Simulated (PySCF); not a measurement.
PySCF 2.14 output of an unrestricted r2SCAN calculation on a single atom or ion in x2c-QZVPPall (11s7p5d3f2g, 96 functions), with the spin-free X2C one-electron Hamiltonian (Gaussian nucleus):

```
SCF conv_tol = 1e-09
number electrons alpha = 12  beta = 10
    J. W. Furness, A. D. Kaplan, J. Ning, J. P. Perdew, and J. Sun.,  J. Phys. Chem. Lett. 11, 8208-8215 (2020)
    J. W. Furness, A. D. Kaplan, J. Ning, J. P. Perdew, and J. Sun.,  J. Phys. Chem. Lett. 11, 9248-9248 (2020)
    J. W. Furness, A. D. Kaplan, J. Ning, J. P. Perdew, and J. Sun.,  J. Phys. Chem. Lett. 11, 8208-8215 (2020)
    J. W. Furness, A. D. Kaplan, J. Ning, J. P. Perdew, and J. Sun.,  J. Phys. Chem. Lett. 11, 9248-9248 (2020)
cycle= 1 E= -853.485692205234  delta_E= -0.00944  |g|= 0.0188  |ddm|= 0.257
cycle= 2 E= -853.485833438273  delta_E= -0.000141  |g|= 0.00658  |ddm|= 0.0573
cycle= 3 E= -853.485848332888  delta_E= -1.49e-05  |g|= 0.00182  |ddm|= 0.0156
cycle= 4 E= -853.48584964259  delta_E= -1.31e-06  |g|= 0.000306  |ddm|= 0.0069
cycle= 5 E= -853.48584978074  delta_E= -1.38e-07  |g|= 5.37e-05  |ddm|= 0.00328
cycle= 6 E= -853.485849785844  delta_E= -5.1e-09  |g|= 1.39e-05  |ddm|= 0.000654
cycle= 7 E= -853.485849786038  delta_E= -1.94e-10  |g|= 1.93e-06  |ddm|= 0.000121
converged SCF energy = -853.485849786038  <S^2> = 2.0124849  2S+1 = 3.0083117
```

The run itself started from symmetry-adapted Hartree-Fock orbitals and held the occupation by maximum overlap, on a logarithmic radial grid, so the iterations belong to that start.

Which element, charge and spin multiplicity is this?

Ti (titanium, neutral), multiplicity 3; the state was [Ar] 3d1 4s2 4p1, one real determinant (an excited configuration).

⟨L²⟩ = 8.05 against 12 for a pure F term, so this real determinant mixes terms.
